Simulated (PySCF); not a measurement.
# AlI: everyday levels beside a composite calculation

PySCF; the state is a singlet (closed shell). The composite is CCSD(T) extrapolated to the basis-set limit from two correlation-consistent sets, with core-valence (CV) and scalar-relativistic (SR) terms as its label shows; it has no spin–orbit coupling and nothing beyond (T). Here it is CCSD(T)/CBS(TQ)+CV. It gives Re = 2.538 Å, ωe = 318 cm⁻¹ and De = 4.05 eV to Al + I.

| level | basis | relativity | Re (Å) | ωe (cm⁻¹) | De (eV) |
| --- | --- | --- | --- | --- | --- |
| RHF | def2-SVPD | scalar-relativistic core potentials | 2.586 | 302 | 2.89 |
| RHF-MP2 | x2c-SVPall | spin-free X2C | 2.542 | 329 | 3.84 |
| RHF-CCSD(T) | def2-SVPD | scalar-relativistic core potentials | 2.565 | 311 | 3.70 |
| RHF-CCSD(T) | def2-TZVPP | scalar-relativistic core potentials | 2.545 | 320 | 3.87 |
| revPBE | def2-TZVPP | scalar-relativistic core potentials | 2.581 | 300 | 3.83 |
| r²SCAN | def2-TZVPP | scalar-relativistic core potentials | 2.552 | 312 | 3.96 |
| M06-L | def2-TZVPP | scalar-relativistic core potentials | 2.554 | 309 | 3.96 |
| PBE0 | def2-TZVPP | scalar-relativistic core potentials | 2.552 | 313 | 3.94 |
| M06-2X | def2-TZVPP | scalar-relativistic core potentials | 2.558 | 309 | 3.88 |
| LC-ωPBE | def2-SVP | scalar-relativistic core potentials | 2.525 | 332 | 3.70 |

Give the difference of each row from the composite.



```csv
level,basis,ΔRe (pm),Δωe (%),ΔDe (eV)
RHF,def2-SVPD,+4.8,-5.0,-1.16
RHF-MP2,x2c-SVPall,+0.4,+3.5,-0.21
RHF-CCSD(T),def2-SVPD,+2.7,-2.2,-0.35
RHF-CCSD(T),def2-TZVPP,+0.7,+0.6,-0.18
revPBE,def2-TZVPP,+4.3,-5.7,-0.22
r²SCAN,def2-TZVPP,+1.4,-1.9,-0.09
M06-L,def2-TZVPP,+1.6,-2.8,-0.09
PBE0,def2-TZVPP,+1.4,-1.6,-0.11
M06-2X,def2-TZVPP,+2.0,-2.8,-0.17
LC-ωPBE,def2-SVP,-1.3,+4.4,-0.35
```

Which rows come closest in De?

r²SCAN in def2-TZVPP (-0.09 eV); M06-L in def2-TZVPP (-0.09 eV), counted from the composite.

Measured (Huber and Herzberg, Constants of Diatomic Molecules (1979)): Re = 2.537102 Å, ωe = 316.1 cm⁻¹; the composite is off by +1.3 mÅ and +1.7 cm⁻¹.

Correlated steps freeze the inner cores (9 to 23 orbitals); shallow outer-core shells are correlated. Correlated levels converge slowly with the basis: in double zeta they bind strong bonds too weakly, by up to about 1 eV, and carry superposition errors of some tenths. These are scalar-relativistic numbers at best; spin–orbit coupling would shift them, the dissociation energy most. Where the molecule has an RHF reference, its open-shell atoms are computed with UHF.
